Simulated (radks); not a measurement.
Problem. The mean radii <r> (bohr) of the occupied orbitals of an atom or ion are listed with their occupations. Method: Dirac Kohn-Sham, relativistic LDA (MacDonald-Vosko exchange, VWN5 correlation), spin-unpolarised, spherical densities, finite nucleus; Fermi nuclear charge, rms radius of each element as measured or else 0.836 A^(1/3) + 0.57 fm; computed with a radial shooting solver on a logarithmic mesh with Libxc functionals.

| orbital | occ. | <r> |
|---|---|---|
| 1s1/2 | 2 | 0.03929 |
| 2s1/2 | 2 | 0.1727 |
| 2p1/2 | 2 | 0.1477 |
| 2p3/2 | 4 | 0.1519 |
| 3s1/2 | 2 | 0.4929 |
| 3p1/2 | 2 | 0.4914 |
| 3p3/2 | 4 | 0.5018 |
| 3d3/2 | 4 | 0.4936 |
| 3d5/2 | 6 | 0.4972 |
| 4s1/2 | 2 | 1.273 |
| 4p1/2 | 2 | 1.383 |
| 4p3/2 | 1 | 1.405 |

Name the element and its charge. Open shells, if any, fill j = l - 1/2 first.

Solution. Z = 38, strontium, charge +5: Sr5+ in [Ar] 3d10 4s2 4p3. The 1s radius gives Z: for a bare nucleus <r> = (2 gamma + 1)/(2Z) with gamma = sqrt(1 - (Z/c)^2), 0.03844 bohr for Z = 38, and screening makes it slightly larger (0.03929 here). The occupations add up to 33, and the charge is Z minus that.
